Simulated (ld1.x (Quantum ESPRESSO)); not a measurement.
Before and after: TM potential for lanthanum (La)

ld1.x (Quantum ESPRESSO) 7.5 input, shortened:

```
&input
   title='La', zed=57., rel=0, dft='PZ', iswitch=3,
   config='[Xe] 4f0 5d1 6s2 6p0'
 /
 &inputp
   pseudotype=2, tm=.true., lloc=0,
   nlcc=.false.
 /
4
5P  2  1   6.00   0.00  3.10  3.10  0.0
5D  3  2   1.00   0.00  2.45  2.45  0.0
4F  4  3   0.00   0.00  1.30  1.30  0.0
5S  1  0   2.00   0.00  1.60  1.60  0.0
 &test
   configts(1)='4f0 5s2 5p6 5d1 6s2 6p0'
 /
```

Occupied shells without a wave of their own: 6s. They enter only through the test configuration that unscreens the potential.

All-electron outer shells of the reference configuration (LDA (PZ), non-relativistic, ld1.x):

| shell | level (eV) | outermost node (bohr) | outermost maximum (bohr) |
| --- | --- | --- | --- |
| 4p | -195.04 | 0.35 | 0.65 |
| 4d | -107.69 | 0.32 | 0.67 |
| 5s | -36.04 | 0.81 | 1.47 |
| 5p | -22.43 | 0.84 | 1.60 |
| 4f | -8.08 | – | 0.72 |
| 5d | -3.84 | 0.94 | 2.16 |
| 6s | -3.60 | 1.94 | 3.93 |
| 6p | -1.50 | 2.23 | 4.99 |

Change: core correction a·sin(br)/r model core inside 1.04 bohr (6s counted twice).

Cutoffs: the cutoffs (Ry, on a coarse ladder) from which the occupation-weighted sum of valence levels, in a spherical-Bessel basis at the reference potential, stays within 10 and 1 mRy of its value at 400 Ry; they do not see the model core or the augmentation charge, which bear on the density cutoff. Errors are all-electron minus pseudo energies relative to the spin-unpolarised reference configuration.

Task: Predict the effect on cutoff, ghosts and configuration errors.

Result: The potential gets neither clearly harder nor softer (40 Ry and 80 Ry → 40 Ry and 80 Ry); both files keep a bound ghost (p); the number of tests that count goes from 9 to 8; of the 8 tests that both files solve, the error grows in 6 and shrinks in 2 by more than 15 % and 0.3 meV (median size 53.4 → 168.7 meV). In the changed file ld1.x takes every shell without a wave as core, so the model core holds the 6s electrons as well and exchange and correlation see them twice. This cancels in the reference configuration, but the file is broken for other ones, and its errors say nothing about a proper core correction. A model core, the more so a compact one, raises the density cutoff, which this test does not measure.

```tsv
quantity	base	changed
cutoff, loose	40 Ry	40 Ry
cutoff, tight	80 Ry	80 Ry
bound ghosts	p	p
tests counted (converged, no solver errors)	9 of 9	8 of 9
error for 4f0 5s2 5p6 5d1 6s1 6p0, meV [ΔE 5.86 eV]	-57	-166
error for 4f0 5s2 5p6 5d1 6s0 6p0, meV [ΔE 16.52 eV]	-154	-710
error for 4f0 5s2 5p6 5d0 6s0 6p0, meV [ΔE 36.18 eV]	-215	-1088
error for 4f0 5s2 5p6 5d1 6s0 6p1, meV [ΔE 8.51 eV]	-79	-171
error for 4f0 5s2 5p6 5d0 6s2 6p1, meV [ΔE 3.02 eV]	+42	+13
error for 4f0 5s1 5p6 5d1 6s2 6p0, meV [ΔE 41.05 eV]	+49	-5.9
error for 4f0 5s2 5p6 5d1 6s2 6p0 (spin-polarised), meV [ΔE -0.10 eV]	+3.7	-6.8
error for 4f0 5s2 5p6 5d1 6s1 6p0 (spin-polarised), meV [ΔE 5.46 eV]	-49	-266
s: phases at 3.36 bohr within 0.05 rad from the reference energy up to (Ry; the scan ends near 5)	-0.1	-0.1
p: phases at 3.36 bohr within 0.05 rad from the reference energy up to (Ry; the scan ends near 5)	0.3	0.3
d: phases at 3.36 bohr within 0.05 rad from the reference energy up to (Ry; the scan ends near 5)	1.8	1.8
f: phases at 3.36 bohr within 0.05 rad from the reference energy up to (Ry; the scan ends near 5)	0.8	0.8
```

Base: The cutoffs count occupied waves only; the empty 4f level needs 180 Ry at the loose tolerance. The 6s level has no wave, so the channel is fitted at the deeper level alone: the likely source of the large errors. Changed file: The cutoffs count occupied waves only; the empty 4f level needs 180 Ry at the loose tolerance. Tests not counted: 4f0 5s2 5p6 5d2 6s1 6p0 (pseudo-atom not self-consistent, printed error -829 eV). These tests converged, but a pseudo level misses the all-electron one widely, so the file describes the atom poorly there or has found another state: 4f0 5s2 5p6 5d1 6s0 6p0: empty 6s by 9.1 eV; 4f0 5s2 5p6 5d0 6s0 6p0: empty 6s by 8.7 eV. A true bound ghost makes a file unfit for plane-wave use even where its test errors are small: the radial tests pick states by their node count and pass the ghost by. Where a test does run into it, the solver fails or the error is huge.
